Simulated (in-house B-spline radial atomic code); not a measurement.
Relativistic effects in P8+, [He] 2s2 2p3: non-relativistic Hartree-Fock (point nucleus) against Dirac-Hartree-Fock (Fermi nucleus of rms radius 3.1889 fm), both averages of the configuration, computed with an all-electron radial atomic-structure program (B-spline basis).

| orbital | ε NR (Eh) | ε Dirac (Eh) | <r> NR (bohr) | <r> Dirac (bohr) | change of <r> (%) |
| --- | --- | --- | --- | --- | --- |
| 1s1/2 | -89.653 | -89.909 | 0.1034 | 0.103 | -0.4 |
| 2s1/2 | -14.942 | ? | 0.4778 | ? | ? |
| 2p1/2 | -13.515 | -13.554 | 0.4251 | 0.4234 | -0.4 |
| 2p3/2 | -13.515 | ? | 0.4251 | ? | ? |

What happens to 2s1/2?

Its energy goes to -14.995 hartree and <r> to 0.476 bohr (-0.38 %).

What happens to 2p3/2?

Its energy goes to -13.511 hartree and <r> to 0.425 bohr (-0.03 %).

What explains the pattern of contraction and expansion?

The s and p1/2 orbitals contract directly, as their density near the nucleus moves at relativistic speed. Nothing expands appreciably in this ion.

By how much does the total energy change?

By -0.82296 hartree, from -305.024 to -305.847.
